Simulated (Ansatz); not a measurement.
The same path of H₆NSbSi (9 atoms, charge 0, multiplicity 1) was run twice with different band settings. The coordinate that changes most is the dihedral N1–Sb2–Si3–H9.

Computed with RKS PBE0/def2-SVP (Ansatz).

Relaxed end points:

```xyz
9
Properties=species:S:1:pos:R:3
N -0.037 0.616 -1.949
Sb 1.097 1.030 -0.269
Si 0.037 -0.739 1.311
H 0.455 -0.049 -2.545
H -0.946 0.209 -1.731
H 0.003 2.221 0.311
H 0.597 -2.088 0.982
H -1.448 -0.800 1.124
H 0.330 -0.446 2.749
```

```xyz
9
Properties=species:S:1:pos:R:3
N -0.500 1.519 -1.266
Sb 1.220 0.468 -0.800
Si 0.144 -1.264 0.809
H -0.912 1.149 -2.121
H -1.213 1.467 -0.540
H 1.605 1.479 0.535
H 1.171 -1.933 1.669
H -0.551 -2.317 0.003
H -0.876 -0.616 1.693
```

Common settings: climbing image yes; spring 5.0 eV/Å²; optimiser quadratic models (default); start path IDPP; force threshold 0.05 eV/Å; end points relaxed.

| run | movable images | iteration limit |
| --- | --- | --- |
| 1 | 7 | 37 |
| 2 | 1 | 60 |

**Question.** What does each run give, and how far can it be trusted?

**Answer.** Run 1: converged after 5 iterations, highest image 0.048 eV above the first end. A vibrational analysis at the climbing image gives one clearly imaginary mode, 116i cm⁻¹: a first-order saddle point.
Run 2: converged after 5 iterations, highest image 0.048 eV above the first end. Another band between the same ends (7 images) ends at a top of the same energy, where a vibrational analysis finds 1 clearly imaginary mode. So few images can step over the top or miss a turn of the path.
